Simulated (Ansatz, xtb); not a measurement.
# Relaxing a trial structure of BF2H2Si

The starting geometry of this gas-phase doublet has its atoms placed at random.

```xyz
6

B     0.7237   -0.3000   -0.2147
F     0.3594   -2.1067   -0.3983
F     0.0733   -0.8961    0.8606
Si   -1.2515    1.6176    0.2450
H    -0.2856   -0.9441   -0.1583
H    -0.2964    0.8937    1.0950
```

Q: One run relaxed it with r2SCAN-D4/def2-SVP. What is a likely outcome?

A: It loosens into BFHSi + FH, which stay close as a complex. Distances that change by over a tenth: B1–H6 (2.04 → 1.46 Å), Si4–H6 (1.47 → 1.69 Å). Contacts that open: B1–H5 (1.20 → 2.74 Å), F3–H5 (1.08 → 2.10 Å). Contacts that close: B1–Si4 (2.79 → 1.87 Å), F2–H5 (1.35 → 0.93 Å).

The energy falls by 8.98 eV over 23 steps:

| step | E − E(last) (eV) |
| --- | --- |
| 1 | 8.981 |
| 3 | 4.817 |
| 6 | 2.059 |
| 8 | 0.971 |
| 11 | 0.150 |
| 13 | 0.087 |
| 16 | 0.026 |
| 18 | 0.006 |
| 21 | 0.000 |
| 23 | 0.000 |

Final geometry (Å):

```yaml
atoms:
  - { symbol: B, position_ang: [-0.1508, 0.2504, 0.5651] }
  - { symbol: F, position_ang: [-0.0728, -2.1550, -1.1862] }
  - { symbol: F, position_ang: [0.2413, -0.8405, 1.1777] }
  - { symbol: Si, position_ang: [-0.6920, 1.8713, -0.1884] }
  - { symbol: H, position_ang: [0.1820, -2.3218, -0.3126] }
  - { symbol: H, position_ang: [-0.1847, 1.4600, 1.3737] }
```

From the same start GFN2-xTB ends elsewhere, differing in B1–F2 (1.37 against 2.98 Å here), B1–H5 (1.19 against 2.74 Å here), B1–H6 (2.99 against 1.46 Å here), F2–H5 (2.15 against 0.93 Å here).

From so rough a start the end depends on the optimiser's path, so another program may land elsewhere. The end wasn't checked by frequencies. Open shells are spin-unrestricted. Run with Ansatz 0.2.0, 73 s on 2 threads of Intel(R) Xeon(R) Platinum 8259CL CPU @ 2.50GHz (Skylake/Cascade Lake) (shared host).
